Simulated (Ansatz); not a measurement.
Stepwise reaction of `[OH][Al]([SH])[SH]` with water, as a gas-phase model of exchange steps in deposition or etching. ΔE in kJ/mol.

Program: Ansatz. Geometries: PBE0-D4/def2-TZVP. ΔE: electronic, gas phase. CBS: MP2 limit from def2 TZ/QZ plus the TZ coupled-cluster correction, frozen cores. This one scheme is used for every species. Functionals use def2-TZVPP. B3LYP here is the variant with VWN-RPA as its local correlation; programs differ in this. One conformer a species, not always the lowest.

| step | reaction | PBE-D4 | B3LYP-D4 | ωB97M-V | CCSD(T)/CBS |
| --- | --- | --- | --- | --- | --- |
| 2 | `[OH][Al]([OH])[SH]` + H₂O → `[OH][Al]([OH])[OH]` + H₂S | -18.2 | -29.0 | -26.9 | -23.8 |

**Question.** Give the row of step 1, `[OH][Al]([SH])[SH]` + H₂O → `[OH][Al]([OH])[SH]` + H₂S. (Best estimate.)

**Answer.** The calculation gave: 
| step | reaction | PBE-D4 | B3LYP-D4 | ωB97M-V | CCSD(T)/CBS |
| --- | --- | --- | --- | --- | --- |
| 1 | `[OH][Al]([SH])[SH]` + H₂O → `[OH][Al]([OH])[SH]` + H₂S | -14.0 | -25.2 | -23.6 | -19.5 |

**Question.** By hand: ΔE of the 2 steps together at CCSD(T)/CBS.

**Answer.** (-19.5) + (-23.8) = -43.3 kJ/mol, or -21.6 kJ/mol a step.

In ΔE the steps differ by no more than 4.3 kJ/mol. All are downhill at CCSD(T)/CBS. PBE-D4 differs from CCSD(T)/CBS by 5.5 to 5.6 kJ/mol a step. Isolated molecules leave out the surface, adducts and barriers. Largest T1 diagnostic: 0.012.
